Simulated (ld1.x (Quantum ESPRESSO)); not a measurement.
# Which change was made? (Ti, ultrasoft)

```
Element                 : Ti (Z = 22)
Generator               : ld1.x (Quantum ESPRESSO) 7.5
Type                    : ultrasoft
Functional              : PBE
Relativity              : scalar-relativistic
Frozen core             : [Ne] 3s2
Valence charge          : 10
Reference configuration : 3p6 3d2 4s1.75 4p0.25
Partial waves           : 4s (bound): rcut 2.65, rcutus 2.95 bohr; 4s channel at 4.2 Ry: rcut 2.65, rcutus 2.95 bohr; 3p (bound): rcut 1.50, rcutus 1.70 bohr; 4p (bound): rcut 1.50, rcutus 1.70 bohr; 3d (bound): rcut 2.20, rcutus 2.45 bohr; 3d channel at 0.1 Ry: rcut 2.20, rcutus 2.45 bohr
Local potential         : all-electron potential smoothed inside 2.40 bohr (lloc = -2)
Core correction         : Bessel-smoothed model core, default radius (core density twice the valence density)
Augmentation charge     : PSQ, radius 1.40 bohr
```

Cutoffs, loose and tight: the cutoffs (Ry, on a coarse ladder) from which the occupation-weighted sum of valence levels, in a spherical-Bessel basis at the reference potential, stays within 10 and 1 mRy of its value at 400 Ry. They do not see the model core or the augmentation charge, which bear on the density cutoff. Test errors are all-electron minus pseudo excitation energies from the reference, over the configurations 3p6 3d2 4s2 4p0; 3p6 3d2 4s1 4p0; 3p6 3d2 4s0 4p0; 3p6 3d2.5 4s1.5 4p0; 3p6 3d2 4s1.5 4p0; 3p6 3d1 4s2 4p0; 3p6 3d1 4s2 4p1; variants that change the core or the reference have their own tests. The largest error is taken over the tests solved by every variant that gives reliable tests at all, those not shown here included: 3p6 3d2 4s0 4p0; 3p6 3d2 4s1 4p0; 3p6 3d2 4s1.5 4p0; 3p6 3d2 4s2 4p0; 3p6 3d2.5 4s1.5 4p0.

The base gives: outcome: generated; cutoff, loose: 30 Ry; cutoff, tight: 50 Ry; bound ghosts: none; largest test error (meV): -2.8.

**Question.** After one change the result is: outcome: generated; cutoff, loose: 21 Ry; cutoff, tight: 30 Ry; bound ghosts: none; largest test error (meV): -5.2. Which change was it?
A. waves 3p (bound): rcut 1.50, rcutus 2.34 bohr; 4p (bound): rcut 1.50, rcutus 2.34 bohr
B. waves 3p (bound): rcut 1.50, rcutus 1.60 bohr; 4p (bound): rcut 1.50, rcutus 1.60 bohr
C. waves 3p (bound): rcut 1.50, rcutus 2.12 bohr; 4p (bound): rcut 1.50, rcutus 2.12 bohr
D. waves 3p (bound): rcut 1.50, rcutus 1.78 bohr; 4p (bound): rcut 1.50, rcutus 1.78 bohr
E. waves 3p (bound): rcut 1.50, rcutus 2.56 bohr; 4p (bound): rcut 1.50, rcutus 2.56 bohr

**Answer.** C. The others give: waves 3p (bound): rcut 1.50, rcutus 2.56 bohr; 4p (bound): rcut 1.50, rcutus 2.56 bohr → outcome: failed: run_pseudo: Errors in PS-KS equation | waves 3p (bound): rcut 1.50, rcutus 1.60 bohr; 4p (bound): rcut 1.50, rcutus 1.60 bohr → outcome: generated; cutoff, loose: 35 Ry; cutoff, tight: 55 Ry; bound ghosts: none; largest test error (meV): -2.9 | waves 3p (bound): rcut 1.50, rcutus 1.78 bohr; 4p (bound): rcut 1.50, rcutus 1.78 bohr → outcome: generated; cutoff, loose: 25 Ry; cutoff, tight: 45 Ry; bound ghosts: none; largest test error (meV): -6.1 | waves 3p (bound): rcut 1.50, rcutus 2.34 bohr; 4p (bound): rcut 1.50, rcutus 2.34 bohr → outcome: generated; cutoff, loose: 15 Ry; cutoff, tight: 25 Ry; bound ghosts: none; largest test error (meV): -4.9.
